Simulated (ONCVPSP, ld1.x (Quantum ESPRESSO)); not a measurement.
# Potentials for iron (Fe) compared

Generated with ld1.x 7.5 (TM, RRKJ, ultrasoft, PAW), atompaw 4.2 or ONCVPSP 4.0.1. The cutoff is in Ry: for ld1.x and atompaw files where the sum of valence levels is converged to 10 mRy in a Bessel basis, for ONCV files where the hardest occupied wave has 1 mHa per electron of residual kinetic energy. The error is the largest all-electron minus pseudo excitation energy over each file’s own four to seven test configurations (ionisations up to +4, promotions, holes and added fractions of an electron), all of which were solved. The labels leave out finer settings (local radius, basis sizes, second energies), which also bear on the numbers. Spin-polarised tests are not counted. The rows are a selection from randomly drawn settings: files with unsolved tests, undetermined cutoffs or missed reference levels are left out.

A true bound ghost makes a file unfit for plane-wave use even where its test errors are small: the radial tests pick states by their node count and pass the ghost by.

| potential | cutoff (Ry) | largest error (meV) | bound ghosts |
| --- | --- | --- | --- |
| ONCV, PBEsol, scalar-relativistic, rc 1.10/1.40/1.15 (spd), local smoothed, core correction yes, reference 3s2 3p6 3d6 4s2, qcut 9.1/8.9/11.2, projectors 2/2/1 | 115 | +37 | none |
| ONCV, PBE, scalar-relativistic, rc 1.60/1.25/1.80 (spd), local smoothed, core correction yes, reference 3s2 3p6 3d6 4s2, qcut 9.9/13.5/10.1, projectors 2/1/3 | 71 | +42 | none |
| TM semilocal, PBE, scalar-relativistic, rc 2.00/3.12/1.30 (spd), local s, core correction no, reference 3d6 4s2 4p0 | 140 | -186 | none |
| ONCV, PBEsol, scalar-relativistic, rc 1.55/1.80/1.30 (spd), local smoothed, core correction no, reference 3s2 3p6 3d6 4s1 4p1, qcut 6.2/7.1/12.2, projectors 2/2/2 | 111 | +24 | none |
| ONCV, PW91, scalar-relativistic, rc 1.40/1.60/1.40 (spd), local d, core correction yes, reference 3s2 3p6 3d6 4s1 4p1, qcut 7.1/7.5/12.3, projectors 2/2/0 | 108 | +0.6 | s |

Task: Fill in the row for Fe: ONCV, PBEsol, scalar-relativistic, rc 2.35/2.45/1.55 (spd), local smoothed, core correction no, reference 3d6 4s1.5 4p0.5, qcut 2.4/3.6/12, projectors 2/3/2.

Result: cutoff 95 Ry, largest error -119 meV, bound ghosts: none.
